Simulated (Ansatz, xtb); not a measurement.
# Two conformers of CAuFOS

Structure a: `O=C(F)[S][Au]`, a singlet. Structure b: `O=C(F)[S][Au]`, a singlet. Both are isolated molecules in the gas phase, relaxed with PBE0-D3(BJ)/def2-SVP.

a (Å):

```xyz
5

C    -1.6903    0.0457   -0.2074
Au   -1.2269   -2.9299   -1.0134
F    -2.1320    1.0098    0.6054
O    -1.1517    0.2905   -1.2320
S    -2.0696   -1.5032    0.5469
```

b (Å):

```yaml
atoms:
  - { symbol: C, position_ang: [-2.3211, -0.2864, -0.1372] }
  - { symbol: Au, position_ang: [0.5429, -1.7002, -0.4819] }
  - { symbol: F, position_ang: [-1.5371, 0.0792, 0.8840] }
  - { symbol: O, position_ang: [-3.4326, 0.1039, -0.2381] }
  - { symbol: S, position_ang: [-1.5589, -1.3773, -1.2881] }
```

Energies in hartree; the thermal terms are from PBE0-D3(BJ)/def2-SVP harmonic frequencies (ideal gas, rigid rotor, one conformer each, 298.15 K, 1 atm) and include the zero-point energy:

```
                              a           b
E, CCSD(T)/def2-SVP  −745.191560  −745.190521
    E, MP2/def2-SVP  −745.171109  −745.170161
  E, MP2/def2-TZVPP  −746.021469  −746.020101
  zero-point energy     0.013485     0.013419
       H(298 K) − E     0.019923     0.019881
       G(298 K) − E    −0.019037    −0.019184
```

Problem. Correct the CCSD(T) difference for the basis set by the MP2 change, then work out ΔE, ΔE₀, ΔH and ΔG for a → b in kJ/mol (1 Eh = 2625.50 kJ/mol) and the equilibrium ratio [b]/[a].

Solution. 1. Differences b − a: CCSD(T) +0.001039, MP2 in the small set +0.000948, MP2 in the large set +0.001368 Eh.
2. ΔE = +0.001039 + (+0.001368 − (+0.000948)) = +0.001459 Eh = +3.83 kJ/mol.
3. ΔE₀ = ΔE + ΔZPE = +0.001459 + (−0.000066) Eh = +3.66 kJ/mol.
4. ΔH = ΔE + (−0.000042) Eh = +3.72 kJ/mol.
5. ΔG = ΔE + (−0.000147) Eh = +3.44 kJ/mol, so ΔS = (ΔH − ΔG)/T = +0.9 J/(mol K).
6. kT = 0.9442 mEh, so K = [b]/[a] = exp(−ΔG/kT) = exp(−1.39) ≈ 0.25.

The two are too close for this level to say which is favoured. An error of 4 kJ/mol in ΔG would change K by a factor of 5. Large T1 diagnostics make the coupled-cluster value less sure. Mirror images and further conformers aren't counted.

Other levels gave ΔE = +1.2 (PBE0-D3(BJ)/def2-SVP); +6.7 (HF/def2-SVP); +2.5 (MP2/def2-SVP); +2.7 (CCSD(T)/def2-SVP) kJ/mol. The correlated steps freeze 8 core orbitals; the last core shell of Au is correlated, in a basis made for valence electrons. Atoms past krypton carry core potentials in the def2 sets, without spin–orbit terms. Programs: Ansatz 0.2.0.
